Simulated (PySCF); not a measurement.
PySCF job for Mo(NMe)(S)(F)(NH2) (CH5FMoN2S), SMILES C[N]=[Mo]([NH2])([F])=[S], multiplicity 1, B3LYP-D3(BJ)/def2-SVP. Geometry optimised at B3LYP-D3(BJ)/def2-SVP. The spin state was assumed, not searched. The def2 effective core potentials stand for the cores of Mo; spin–orbit coupling is left out. Other conformers were not sampled.

```python
import numpy as np
from pyscf import gto, scf, dft, df
from pyscf.hessian import thermo

mol = gto.M(
    atom='''
    Mo   -0.18290058    0.18178021    0.18723125
    N    -0.55230313   -0.79927172   -1.17813727
    C    -0.27334669   -1.59820908   -2.32349854
    H     0.81169228   -1.79101890   -2.41085977
    H    -0.79834446   -2.56650534   -2.24569758
    H    -0.62317220   -1.09471333   -3.24126755
    S     1.93807151    0.18813822    0.43672962
    F    -0.86121793    1.90958099   -0.07584519
    N    -1.01601444   -0.72466661    1.67090263
    H    -1.65666902   -1.51046429    1.59025972
    H    -0.69156168   -0.61168416    2.63041907
    ''',
    basis='def2-SVP',
    ecp={'Mo': 'def2-svp'},
    charge=0,
    spin=0,
    max_memory=1600,
    verbose=3,
)
mf = dft.RKS(mol, xc='b3lyp').density_fit(auxbasis='def2-universal-jkfit')
mf.disp = 'd3bj'
mf.grids.level = 3
mf.conv_tol = 1e-11
mf.max_cycle = 100
mf.kernel()

# [left out here: the lines that compute and print the analytic Hessian (its translational invariance restored by hand, since the grid's response is missing), thermochemistry and intensities]
```

Log of the run:

```
converged SCF energy = -716.740124049446

WARN: DFTD3 does not support analytical Hessian, using finite difference


WARN: Mole.unit (angstrom) is changed to Bohr

Mode                                 0                   1                   2
Irrep
Freq [cm^-1]                       93.8247            100.4933            112.5762
Reduced mass [au]                   4.1578              1.1073              3.0894
Force const [Dyne/A]                0.0216              0.0066              0.0231
Char temp [K]                     134.9929            144.5874            161.9721
Normal mode                   x     y     z       x     y     z       x     y     z
       0  Mo                -0.02  0.01  0.01   -0.00 -0.01  0.01   -0.01 -0.02  0.02
       1   N                -0.02  0.02  0.00   -0.01 -0.01  0.01   -0.00 -0.03  0.03
       2   C                 0.16 -0.01  0.06    0.03  0.03 -0.01    0.03  0.12 -0.07
       3   H                 0.19  0.13  0.15   -0.01 -0.38  0.29    0.06  0.32 -0.18
       4   H                 0.28 -0.07  0.07   -0.38  0.23 -0.32    0.21  0.02 -0.12
       5   H                 0.16 -0.10  0.01    0.52  0.31 -0.04   -0.13  0.15  0.01
       6   S                -0.01 -0.06 -0.08   -0.00  0.00 -0.02   -0.00  0.00 -0.02
       7   F                 0.00  0.03  0.04   -0.01 -0.01 -0.02    0.02 -0.03 -0.09
       8   N                -0.00 -0.00  0.01    0.01  0.02  0.03   -0.02  0.07  0.08
       9   H                 0.01 -0.02  0.01    0.01  0.02  0.06   -0.03  0.08  0.13
      10   H                -0.00  0.00  0.01    0.02  0.04  0.03   -0.01  0.13  0.07
Mode                                 3                   4                   5
Irrep
Freq [cm^-1]                      183.3937            188.6339            205.2271
Reduced mass [au]                  11.6911              6.0815              5.4134
Force const [Dyne/A]                0.2317              0.1275              0.1343
Char temp [K]                     263.8627            271.4022            295.2762
Normal mode                   x     y     z       x     y     z       x     y     z
       0  Mo                 0.01  0.03 -0.01   -0.02  0.01  0.02    0.02  0.01  0.03
       1   N                 0.01  0.02 -0.00   -0.01  0.02  0.02    0.02  0.03  0.03
       2   C                -0.00  0.03 -0.00   -0.01  0.02  0.03   -0.02  0.02  0.04
       3   H                 0.00  0.04 -0.02   -0.01  0.02  0.04   -0.03 -0.01  0.02
       4   H                 0.01  0.02  0.00   -0.01  0.01  0.03   -0.05  0.03  0.06
       5   H                -0.02  0.02  0.00    0.00  0.01  0.02   -0.03  0.02  0.04
       6   S                 0.01 -0.09  0.04   -0.02 -0.00  0.00    0.04 -0.01 -0.05
       7   F                -0.14 -0.03 -0.04    0.07  0.03 -0.12   -0.06 -0.04 -0.06
       8   N                 0.09  0.02  0.02    0.08 -0.14 -0.01   -0.12 -0.04 -0.07
       9   H                 0.08  0.02  0.05    0.13 -0.17 -0.06   -0.14 -0.01 -0.20
      10   H                 0.17 -0.01 -0.00    0.11 -0.22 -0.01   -0.24 -0.11 -0.02
Mode                                 6                   7                   8
Irrep
Freq [cm^-1]                      312.2119            346.4455            410.3413
Reduced mass [au]                   3.0805              4.1819              1.2883
Force const [Dyne/A]                0.1769              0.2957              0.1278
Char temp [K]                     449.2034            498.4579            590.3897
Normal mode                   x     y     z       x     y     z       x     y     z
       0  Mo                 0.01 -0.02  0.00    0.01  0.00 -0.02   -0.00 -0.01  0.00
       1   N                -0.13  0.13 -0.08   -0.17 -0.08  0.08   -0.01  0.10 -0.06
       2   C                 0.02  0.00  0.04    0.01  0.05  0.04   -0.01  0.00  0.01
       3   H                 0.03  0.03  0.18    0.04  0.17  0.13   -0.01 -0.04  0.05
       4   H                 0.05 -0.01  0.11    0.10 -0.02 -0.12   -0.03  0.02  0.12
       5   H                 0.09 -0.13 -0.07    0.05  0.11  0.06    0.01 -0.10 -0.05
       6   S                 0.01  0.03  0.02    0.02  0.01  0.03    0.02 -0.00  0.00
       7   F                 0.00 -0.05 -0.03   -0.01 -0.00  0.01    0.00 -0.02 -0.02
       8   N                 0.01  0.01  0.02    0.01 -0.01 -0.06   -0.02 -0.00  0.01
       9   H                -0.29  0.26  0.04    0.14 -0.12 -0.12    0.44 -0.39  0.20
      10   H                 0.14 -0.16 -0.00   -0.18  0.12 -0.02   -0.25  0.53  0.03
Mode                                 9                  10                  11
Irrep
Freq [cm^-1]                      505.7058            555.2678            648.1376
Reduced mass [au]                   1.2951             16.4970              2.3372
Force const [Dyne/A]                0.1951              2.9968              0.5785
Char temp [K]                     727.5981            798.9067            932.5258
[...]
       7   F                 0.07 -0.17  0.03   -0.01  0.03  0.00   -0.01  0.05 -0.01
       8   N                 0.04  0.02  0.01   -0.02 -0.03  0.13    0.10  0.12 -0.10
       9   H                 0.05  0.04 -0.25    0.01 -0.02 -0.17    0.19  0.08 -0.45
      10   H                -0.19 -0.10  0.10   -0.30 -0.20  0.25   -0.11 -0.07 -0.01
Mode                                15                  16                  17
Irrep
Freq [cm^-1]                     1085.6769           1093.1274           1333.4476
Reduced mass [au]                   1.3258              1.3474              8.9988
Force const [Dyne/A]                0.9208              0.9486              9.4273
Char temp [K]                    1562.0474           1572.7669           1918.5342
Normal mode                   x     y     z       x     y     z       x     y     z
       0  Mo                -0.00  0.00 -0.00    0.00  0.00 -0.00    0.00  0.01  0.01
       1   N                -0.07 -0.01 -0.00   -0.00 -0.06  0.04    0.00 -0.12 -0.18
       2   C                 0.13  0.01  0.01   -0.00  0.10 -0.07   -0.03  0.08  0.12
       3   H                 0.01 -0.39 -0.51   -0.03 -0.20  0.25   -0.05 -0.04 -0.05
       4   H                -0.30  0.25  0.21    0.00  0.14  0.50    0.03  0.01 -0.14
       5   H                -0.31  0.03  0.18    0.06 -0.43 -0.39   -0.01 -0.12 -0.01
       6   S                 0.00 -0.00  0.00   -0.00 -0.00  0.00    0.00 -0.00 -0.00
       7   F                 0.00 -0.00 -0.00   -0.00  0.00  0.00   -0.00  0.00 -0.00
       8   N                -0.00 -0.00  0.00   -0.00 -0.00 -0.00   -0.00 -0.00  0.00
       9   H                 0.00 -0.00  0.00   -0.02  0.01  0.01    0.00 -0.01  0.01
      10   H                 0.01 -0.01 -0.00    0.02 -0.00 -0.01    0.00  0.01  0.00
Mode                                18                  19                  20
Irrep
Freq [cm^-1]                     1417.6245           1438.1509           1443.3062
Reduced mass [au]                   1.2043              1.0435              1.0442
Force const [Dyne/A]                1.4260              1.2716              1.2816
Char temp [K]                    2039.6460           2069.1789           2076.5963
Normal mode                   x     y     z       x     y     z       x     y     z
       0  Mo                 0.00  0.00  0.01    0.00  0.00  0.00    0.00  0.00  0.00
       1   N                -0.00 -0.05 -0.07   -0.01 -0.00 -0.02   -0.01 -0.02 -0.01
       2   C                 0.02 -0.04 -0.05   -0.03  0.02 -0.03   -0.04 -0.03  0.02
       3   H                 0.11  0.34  0.42   -0.10 -0.49  0.03   -0.01  0.30 -0.51
       4   H                -0.28  0.16  0.43    0.54 -0.26  0.31   -0.07  0.05  0.39
       5   H                -0.18  0.36  0.25    0.07  0.46  0.20    0.63  0.16 -0.14
       6   S                -0.00  0.00  0.00    0.00  0.00 -0.00    0.00 -0.00  0.00
       7   F                 0.00 -0.00  0.00   -0.00  0.00 -0.00   -0.00 -0.00  0.00
       8   N                 0.00  0.00 -0.00    0.00  0.00 -0.00   -0.00 -0.00  0.00
       9   H                 0.00 -0.00  0.01    0.00 -0.00  0.00   -0.00 -0.00 -0.00
      10   H                -0.00 -0.01  0.00    0.00 -0.00  0.00    0.00  0.00 -0.00
Mode                                21                  22                  23
Irrep
Freq [cm^-1]                     1506.9039           2991.3829           3076.8379
Reduced mass [au]                   1.1207              1.0315              1.1047
Force const [Dyne/A]                1.4994              5.4383              6.1615
Char temp [K]                    2168.0993           4303.9339           4426.8847
Normal mode                   x     y     z       x     y     z       x     y     z
       0  Mo                 0.00  0.00 -0.00   -0.00 -0.00 -0.00   -0.00 -0.00 -0.00
       1   N                 0.00  0.00 -0.00   -0.00  0.00  0.00    0.00  0.00  0.00
       2   C                 0.00 -0.00 -0.00   -0.02  0.03  0.03    0.09  0.02  0.01
       3   H                 0.00  0.00  0.01    0.65 -0.11 -0.04   -0.67  0.12  0.05
       4   H                -0.00  0.00  0.00   -0.26 -0.46  0.05   -0.28 -0.54  0.05
       5   H                -0.01  0.01  0.01   -0.16  0.24 -0.42   -0.07  0.13 -0.21
       6   S                -0.00  0.00 -0.00    0.00  0.00  0.00   -0.00 -0.00 -0.00
       7   F                 0.00  0.00 -0.00   -0.00  0.00  0.00    0.00  0.00  0.00
       8   N                -0.03 -0.05  0.07    0.00  0.00  0.00    0.00  0.00  0.00
       9   H                -0.06  0.08 -0.65   -0.00 -0.00  0.00   -0.00 -0.00  0.00
      10   H                 0.40  0.51 -0.17    0.00  0.00  0.00    0.00  0.00  0.00
Mode                                24                  25                  26
Irrep
Freq [cm^-1]                     3085.5139           3534.4678           3638.8948
Reduced mass [au]                   1.1046              1.0490              1.0962
Force const [Dyne/A]                6.1957              7.7212              8.5518
Char temp [K]                    4439.3675           5085.3123           5235.5595
Normal mode                   x     y     z       x     y     z       x     y     z
       0  Mo                 0.00  0.00 -0.00   -0.00 -0.00  0.00    0.00  0.00 -0.00
       1   N                -0.00 -0.00  0.00    0.00  0.00  0.00   -0.00 -0.00 -0.00
       2   C                -0.01  0.07 -0.05   -0.00 -0.00 -0.00    0.00  0.00  0.00
       3   H                 0.17 -0.02 -0.02   -0.00  0.00  0.00   -0.00 -0.00 -0.00
       4   H                -0.26 -0.45  0.03    0.00  0.00  0.00   -0.00 -0.00  0.00
       5   H                 0.25 -0.36  0.64    0.00  0.00  0.00    0.00 -0.00 -0.00
       6   S                 0.00  0.00  0.00   -0.00 -0.00  0.00   -0.00  0.00  0.00
       7   F                -0.00 -0.00 -0.00    0.00 -0.00  0.00   -0.00  0.00 -0.00
       8   N                 0.00  0.00  0.00    0.01  0.02 -0.05   -0.05 -0.05 -0.04
       9   H                -0.00 -0.00  0.00   -0.37 -0.44 -0.07    0.48  0.59  0.06
      10   H                 0.00  0.00  0.00    0.26  0.10  0.73    0.18  0.06  0.53
temperature 298.1500 [K]
pressure 101325.00 [Pa]
Rotational constants [GHz] 2.01200 1.67760 1.37655
Symmetry number 1
Zero-point energy (ZPE) 0.07156 [Eh]   187891.751 [J/mol]
                           tot       elec      trans        rot        vib
Entropy [J/mol/K]       390.351      0.000    174.320    119.776     96.254
Cv [J/mol/K]            120.829      0.000     12.472     12.472     95.885
Cp [J/mol/K]            129.143      0.000     20.786     12.472     95.885
Internal energy [J/mol]                      3718.434   3718.434 203497.270
Internal energy [Eh]   -716.65978  -716.74012
Enthalpy [J/mol]                             6197.391   3718.434 203497.270
Enthalpy [Eh]          -716.65884
Gibbs free energy [J/mol]                  -45776.249 -31992.884 174799.024
Gibbs free energy [Eh] -716.70317
mode   freq/cm-1   IR/(km/mol)
   1       93.82         5.163
   2      100.49         0.857
   3      112.58         3.519
   4      183.39         3.340
   5      188.63         1.501
   6      205.23         3.356
   7      312.21         9.780
   8      346.45         2.397
   9      410.34         3.012
  10      505.71       174.668
  11      555.27        43.119
  12      648.14        28.255
  13      673.13       116.393
  14      701.09        40.176
  15      731.23        82.837
  16     1085.68         2.961
  17     1093.13         0.794
  18     1333.45       130.517
  19     1417.62         2.902
  20     1438.15        10.682
  21     1443.31        13.141
  22     1506.90        26.436
  23     2991.38        35.996
  24     3076.84         7.046
  25     3085.51         7.707
  26     3534.47       103.849
  27     3638.89        40.977
max |gradient| / (hartree/bohr): 0.00020835070488784576
APT charges: [ 1.703  -0.6491  0.3566 -0.0226 -0.0162 -0.0158 -0.4971 -0.582  -0.6596
  0.1864  0.1964]
```

The calculation finished and met its thresholds.

Cost: very roughly 4 core-minutes.
